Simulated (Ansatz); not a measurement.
Coupled-cluster diagnostics for TaSi7, Ansatz.

Geometry of the doublet (PBE-D4/def2-SVP):

```tsv
atom	x (Å)	y (Å)	z (Å)
Ta1	2.133	-1.684	-0.057
Si2	2.573	0.714	0.349
Si3	-1.221	0.592	-0.688
Si4	-3.163	1.358	0.236
Si5	1.035	0.445	-1.466
Si6	0.381	-0.263	0.953
Si7	-1.658	0.594	1.802
Si8	-0.078	-1.755	-1.129
```

In the def2 sets Ta takes a core potential; there is no spin–orbit coupling. Correlated methods freeze 35 core orbitals; core or outer-core shells of Ta are correlated, in sets that lack core-valence functions. The structure comes from a short search, and lower isomers may exist.

Geometry of the charge 0 quartet (PBE-D4/def2-SVP):

```
atom   x (Å)   y (Å)   z (Å)
 Ta1   2.449   0.906   0.026
 Si2   1.152   1.967  -1.778
 Si3  -0.948  -1.290  -0.369
 Si4  -2.905  -1.591   0.835
 Si5   1.093  -0.695  -1.469
 Si6  -0.211   1.136  -0.072
 Si7  -1.534   0.259   1.651
 Si8   0.905  -0.693   1.176
```

Question: Estimate the CCSD(T) correlation energy, the shares of MP2 and (T), T1 and the reference's ⟨S²⟩ for: charge 0, doublet, own geometry in def2-SVP; charge 0, quartet, own geometry in def2-SVP; and the rough time on 4 threads of Arm Neoverse V1 on a shared host.

Answer: 
```json
{"state": "charge 0, doublet, own geometry", "basis": "def2-SVP", "correlation (eV)": "-28.414", "MP2 share (%)": "90.9", "(T) share (%)": "8.6", "T1": "0.079", "⟨S²⟩ (pure)": "2.03 (0.75)", "wall time": "2.8 min", "remarks": "large T1, spin-contaminated"}
{"state": "charge 0, quartet, own geometry", "basis": "def2-SVP", "correlation (eV)": "-27.960", "MP2 share (%)": "92.0", "(T) share (%)": "8.4", "T1": "0.063", "⟨S²⟩ (pure)": "4.31 (3.75)", "wall time": "3.1 min", "remarks": "large T1, spin-contaminated"}
```
Customary marks for T1 are 0.02 (closed shells), 0.045 (open shells) and about 0.05 (3d metals). T1 exceeds 0.02 in 2 of 2 rows and 0.045 in 2; the higher it lies, the less the single-reference result can be trusted.
